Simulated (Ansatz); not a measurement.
A nudged elastic band was laid between two geometries of C2H8AlN (12 atoms, charge 0, multiplicity 1).

Method: RKS BLYP/def2-mTZVP in Ansatz 0.2.0.

```yaml
movable_images: 5
climbing_image: yes
spring: 5.0 eV/Å²
optimiser: quadratic models (default)
start_path: IDPP
force_threshold: 0.03 eV/Å
iteration_limit: 60
end_points: relaxed
```

Initial state:

```xyz
12
Properties=species:S:1:pos:R:3
C -0.494 1.641 -0.819
Al -0.075 -0.137 -0.062
C 1.189 -0.441 1.431
N -0.885 -1.572 -0.781
H -1.151 1.586 -1.700
H -0.996 2.289 -0.083
H 0.416 2.179 -1.127
H 2.162 -0.811 1.069
H 0.818 -1.190 2.147
H 1.394 0.479 1.998
H -0.759 -2.537 -0.478
H -1.542 -1.541 -1.561
```

Final state:

```xyz
12
Properties=species:S:1:pos:R:3
C -0.952 1.573 -0.461
Al -0.011 -0.133 -0.115
C 1.152 -0.451 1.454
N -0.234 -1.476 -1.288
H -1.621 1.522 -1.332
H -1.563 1.885 0.400
H -0.244 2.396 -0.647
H 1.778 -1.349 1.344
H 0.563 -0.586 2.376
H 1.827 0.396 1.645
H 0.201 -2.396 -1.220
H -0.819 -1.436 -2.123
```

Question: Which bonds break or form, and what moves?

Answer: No bond is made or broken. The height of N4 over the plane of its neighbours goes from 0.00 to 0.00 Å.

Question: What energy profile does the band end with?

Answer: It converged. The highest image is number 2 of 0 to 6, 0.001 eV above the first end and 0.005 eV above the last; the last end lies 0.004 eV below the first. The top lies less than 8 meV above the higher end, about what the thresholds resolve: the motion is nearly free. A vibrational analysis at the climbing image gives one clearly imaginary mode, 57i cm⁻¹: a first-order saddle point.

```json
{"image": "0", "path coordinate (Å)": "0.00", "energy (eV)": "0.000", "height of N4 over the plane of its neighbours (Å)": "0.00"}
{"image": "1", "path coordinate (Å)": "0.29", "energy (eV)": "0.001", "height of N4 over the plane of its neighbours (Å)": "0.00"}
{"image": "2", "path coordinate (Å)": "0.59", "energy (eV)": "0.001", "height of N4 over the plane of its neighbours (Å)": "0.00"}
{"image": "3", "path coordinate (Å)": "0.90", "energy (eV)": "0.001", "height of N4 over the plane of its neighbours (Å)": "0.00"}
{"image": "4", "path coordinate (Å)": "1.22", "energy (eV)": "-0.001", "height of N4 over the plane of its neighbours (Å)": "0.00"}
{"image": "5", "path coordinate (Å)": "1.53", "energy (eV)": "-0.002", "height of N4 over the plane of its neighbours (Å)": "0.00"}
{"image": "6", "path coordinate (Å)": "1.84", "energy (eV)": "-0.004", "height of N4 over the plane of its neighbours (Å)": "0.00"}
```

Question: What is the geometry of the highest image?

Answer: 
```xyz
12
Properties=species:S:1:pos:R:3
C -0.659 1.647 -0.684
Al -0.050 -0.137 -0.084
C 1.178 -0.440 1.439
N -0.652 -1.579 -0.973
H -1.323 1.601 -1.560
H -1.208 2.178 0.110
H 0.189 2.297 -0.954
H 2.081 -0.992 1.136
H 0.707 -1.034 2.237
H 1.515 0.501 1.897
H -0.411 -2.546 -0.761
H -1.290 -1.552 -1.767
```

Time of the run: 25 s on 2 threads of Intel(R) Xeon(R) 6975P-C (Granite Rapids), on a shared host, peak memory 0.2 GiB.
